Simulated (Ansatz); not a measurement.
Species: MnF, charge 0, multiplicity 7. The spin state was set by rule; other spins were not relaxed. 
Structure (B3LYP-D3(BJ)/def2-TZVP (Ansatz, a first-principles code) minimum search):
SMILES: [F][Mn]
```xyz
2

Mn     0.0000     0.0000    -0.4869
F      0.0000     0.0000     1.3524
```
Charge 0, spin multiplicity 7.

Parts of the frozen-core correlation energy in def2-SVP (Ansatz, hartree). Frozen orbitals: 10; correlated occupied orbitals by spin: 10 and 4; virtual: 25 and 31. UHF or UKS for open shells. Spin-orbit coupling is left out. Non-relativistic.

| term | value |
|---|---|
| reference (HF) | -1249.09956 |
| MP2 opposite-spin | [?] |
| MP2 same-spin | [?] |
| CCSD correlation | [?] |
| (T) | -0.00368 |
| CCSDT minus CCSD(T) | -0.00045 |
| T1 diagnostic | 0.018 |
| largest doubles amplitude | 0.035 |
| <S^2> of the reference | 12.002 |

Complete the blanks.


- MP2 opposite-spin, value: -0.15030
- MP2 same-spin, value: -0.10693
- CCSD correlation, value: -0.26521
